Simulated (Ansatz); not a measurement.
Two structures of Si$_{2}$H$_{6}$Cl$_{2}$OF$_{2}$, closed shell, reached by relaxing down either side of one saddle point (PBE0-D4/def2-TZVP). Energies are electronic, without zero-point energy. Ansatz 0.2.0; basis: def2-TZVPP and def2-QZVPP; cores frozen in the correlated methods. Extrapolation: Hartree–Fock as exp(−7.88 √X), correlation as X^−2.97. First:

Si1  (-0.307, -1.455, 0.019)
Si2  (-0.511, -0.334, -2.023)
Cl3  (0.148, -3.429, -0.273)
Cl4  (-1.965, -1.357, 1.196)
F5  (0.908, -0.899, 0.914)
H6  (-0.001, 1.734, 0.913)
F7  (-0.536, 1.639, 0.124)
H8  (1.731, 2.175, 2.172)
O9  (0.935, 1.637, 2.178)
H10  (-1.740, 0.487, -2.040)
H11  (0.712, 0.474, -2.251)
H12  (-0.597, -1.390, -3.066)
H13  (1.223, 0.717, 2.136)
(Å)

Second:

```json
{"atom": "Si1", "x (Å)": "-1.1089", "y (Å)": "-1.2725", "z (Å)": "1.4906"}
{"atom": "Si2", "x (Å)": "0.2789", "y (Å)": "0.9371", "z (Å)": "-2.2738"}
{"atom": "Cl3", "x (Å)": "-0.0701", "y (Å)": "-2.3739", "z (Å)": "0.1781"}
{"atom": "Cl4", "x (Å)": "-2.8853", "y (Å)": "-2.1506", "z (Å)": "1.8747"}
{"atom": "F5", "x (Å)": "-0.3536", "y (Å)": "-1.1374", "z (Å)": "2.8631"}
{"atom": "H6", "x (Å)": "1.2631", "y (Å)": "1.1464", "z (Å)": "0.7432"}
{"atom": "F7", "x (Å)": "-1.4151", "y (Å)": "0.1603", "z (Å)": "0.9184"}
{"atom": "H8", "x (Å)": "0.4082", "y (Å)": "1.8956", "z (Å)": "-1.1425"}
{"atom": "O9", "x (Å)": "1.4879", "y (Å)": "0.3255", "z (Å)": "1.1891"}
{"atom": "H10", "x (Å)": "-1.0505", "y (Å)": "0.2840", "z (Å)": "-2.2098"}
{"atom": "H11", "x (Å)": "0.4060", "y (Å)": "1.6938", "z (Å)": "-3.5450"}
{"atom": "H12", "x (Å)": "1.3553", "y (Å)": "-0.0781", "z (Å)": "-2.1826"}
{"atom": "H13", "x (Å)": "1.6838", "y (Å)": "0.5697", "z (Å)": "2.0967"}
```

(1) Which bonds change from the first to the second?

(2) Give the saddle point's structure and its height above each. (An estimate is asked for; the value comes from the calculation.)

No T1 diagnostic of these runs exceeds 0.012.

Answers

(1) Si₂H₃Cl₂F ([F][Si]([SiH3])([Cl])[Cl]) + H₂O + HF → SiCl₂F₂ ([F][Si]([F])([Cl])[Cl]) + SiH₄ + H₂O; bonds formed: Si1–F7, Si2–H8, H6–O9; bonds broken: Si1–Si2, H6–F7, H8–O9.

(2) By the calculation: 175.9 kJ/mol above the first and 276.7 kJ/mol above the second (CCSD(T) at an estimated basis limit (MP2 extrapolated from triple and quadruple zeta, plus CCSD(T) − MP2 in triple zeta)).
```xyz
13
angstrom
Si -0.6996 -0.8210 0.5870
Si -0.0128 0.1953 -1.6039
Cl 0.0178 -2.5799 -0.4179
Cl -2.6321 -1.4765 0.7884
F 0.2756 -1.0298 1.8638
H 0.4579 1.4917 1.3441
F -1.1126 0.7421 1.1249
H 0.8428 0.6025 0.0846
O 1.3275 1.2762 0.9222
H -1.3387 -0.2753 -2.0823
H 0.0245 1.6762 -1.7987
H 1.0994 -0.4448 -2.3398
H 1.7502 0.6432 1.5275
```

Labels in which every atom is bracketed show which atoms are joined, not bond orders.

For scale, one of the runs: CCSD(T)/def2-TZVPP, 345 basis functions, launched by `ansatz run in.yaml --threads 4 --pin off --events-out ev --progress --plain --max-ram 66560MiB --backend cuda --devices 0, --max-vram 37GiB`. The run took 14 s on 4 CPU threads of an AMD EPYC 7R13 and a share of one NVIDIA H100 (shared host), with 0.85 GiB of host memory at its peak.
